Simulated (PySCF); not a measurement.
Cl₅Sb, charge -1, doublet, at a GFN2-xTB geometry (a state made from the parent by changing its charge; the spin is typed, not shown lowest) (all electrons, no relativity) (in this run its highest filled SCF level lies above zero, so its values depend strongly on the basis, on diffuse functions most of all); PBE0/STO-3G (PySCF).

PySCF was given this input:
```python
from pyscf import gto, scf, dft

mol = gto.M(
    atom='''
Sb    0.02642569   -0.23090450   -0.14561588
Cl    2.28105181    0.53795173   -1.02622923
Cl    1.17965370   -1.37467769    1.80676901
Cl   -1.11957999    0.84976082   -2.13779864
Cl   -2.22097810   -1.06286860    0.69519959
Cl   -0.19942449    1.74254724    1.09890692
''',
    basis='sto-3g',
    charge=-1,
    spin=1,
    verbose=5,
)

mf = dft.UKS(mol)
mf.xc = 'pbe0'
mf.kernel()
```

Output, abridged:

```
PySCF version 2.14.0

[INPUT] verbose = 5
[INPUT] max_memory = 4000
[INPUT] num. atoms = 6
[INPUT] num. electrons = 137
[INPUT] charge = -1
[INPUT] spin (= nelec alpha-beta = 2S) = 1
[INPUT] symmetry False subgroup None
[INPUT] Mole.unit = angstrom
[INPUT] Symbol           X                Y                Z      unit          X                Y                Z       unit  Magmom
[...]
[INPUT] ---------------- BASIS SET ----------------
[INPUT] l, kappa, [nprim/nctr], expnt,             c_1 c_2 ...
[INPUT] Sb
[...]
                                1017.676657       0.5353281423
                                275.4230189       0.4446345422
[...]
                                114.3749494       0.3995128261
                                37.19828336       0.7001154689
[...]
                                19.07114112       0.2175436044
                                7.358239131       0.9166769611
[...]
                                2.383366187       0.0576109534
                                1.049163663       1.115578745
[...]
                                0.3515585034      -0.1972567438
                                0.1552895732      1.375495512
[...]
                                114.3749494       0.6076837186
                                37.19828336       0.3919573931
[...]
                                19.07114112       0.5777664691
                                7.358239131       0.4846460366
[...]
                                2.383366187       0.5852047641
                                1.049163663       0.543944204
[...]
                                0.3515585034      0.629032369
                                0.1552895732      0.6662832743
[...]
                                19.07114112       0.6555473627
                                7.358239131       0.286573259
[...]
                                2.383366187       0.6686785577
                                1.049163663       0.3052468245
[INPUT] Cl
[...]
                                109.5358542       0.5353281423
                                29.64467686       0.4446345422
[...]
                                9.053563477       0.3995128261
                                2.944499834       0.7001154689
[...]
                                0.5940934274      0.2255954336
                                0.232524141       0.900398426
[...]
                                9.053563477       0.6076837186
[...]
 -1.87108000e+01 -1.87107997e+01 -1.87107387e+01 -9.14909887e+00
 -9.08467098e+00 -9.08467066e+00 -9.08453965e+00 -9.08405356e+00
 -6.89787877e+00 -6.88511234e+00 -6.88510733e+00 -6.83353562e+00
 -6.83353473e+00 -6.83340538e+00 -6.83279424e+00 -6.82136023e+00
 -6.82129451e+00 -6.82127466e+00 -6.82127051e+00 -6.82098260e+00
 -6.82088594e+00 -6.82088169e+00 -6.82067388e+00 -4.66178790e+00
 -3.49201154e+00 -3.49201065e+00 -3.49181842e+00 -9.14201185e-01
 -9.12699365e-01 -9.07680100e-01 -9.07242682e-01 -9.07242025e-01
 -6.44488652e-01 -5.85783154e-01 -5.78965777e-01 -5.78965645e-01
 -5.61695788e-01 -3.26648253e-01 -2.12673903e-01 -2.12673811e-01
 -2.12200050e-01 -1.28030132e-01 -1.28029636e-01 -1.09421328e-01
 -9.89708676e-02 -9.43301199e-02 -8.65819497e-02 -8.58966571e-02
 -8.58961658e-02 -8.43215522e-02 -8.43210769e-02 -7.40702908e-02
  3.14745074e-03  2.03034186e-01  2.20844200e-01  2.20844640e-01]
  beta  mo_energy =
[-1.06370232e+03 -1.57016088e+02 -1.49453565e+02 -1.49453565e+02
 -1.49453207e+02 -1.00435977e+02 -1.00364948e+02 -1.00364948e+02
 -1.00364945e+02 -1.00364935e+02 -2.96180492e+01 -2.69043563e+01
 -2.69043561e+01 -2.69031826e+01 -1.87110874e+01 -1.87110698e+01
 -1.87103878e+01 -1.87103875e+01 -1.87101673e+01 -9.14924543e+00
 -9.08341572e+00 -9.08341541e+00 -9.08328100e+00 -9.08280146e+00
 -6.89827040e+00 -6.88522951e+00 -6.88522449e+00 -6.82985415e+00
 -6.82985270e+00 -6.82972431e+00 -6.82911004e+00 -6.82044294e+00
 -6.82039608e+00 -6.82038231e+00 -6.82035967e+00 -6.82035517e+00
 -6.82029896e+00 -6.82029464e+00 -6.82008731e+00 -4.66021500e+00
 -3.49125920e+00 -3.49125838e+00 -3.48891483e+00 -9.12188263e-01
 -9.12113716e-01 -9.07186071e-01 -9.05816744e-01 -9.05816307e-01
 -6.44018630e-01 -5.78583754e-01 -5.70751349e-01 -5.70751242e-01
 -5.53331947e-01 -3.16173294e-01 -2.01776896e-01 -2.01776668e-01
 -1.94116050e-01 -1.25093569e-01 -1.25093033e-01 -9.58497718e-02
 -9.12457782e-02 -9.08096146e-02 -8.18340483e-02 -8.18336009e-02
 -7.93633530e-02 -7.93289940e-02 -7.93284876e-02 -7.09167532e-02
  9.13809911e-02  2.10361771e-01  2.40088320e-01  2.40088758e-01]
multiplicity <S^2> = 0.75352439  2S+1 = 2.0035213
nelec by numeric integration = [69.00000123 68.00000116]
E1 = -14449.495990956046  E2 = 4596.240438157592  Ecoul = 4903.3305901147305  Exc = -307.09015195713886
Extra cycle  E= -8528.64060946543  delta_E= 3.09e-11  |g|= 3.34e-07  |ddm|= 5.8e-06
converged SCF energy = -8528.64060946543  <S^2> = 0.75352439  2S+1 = 2.0035213
```
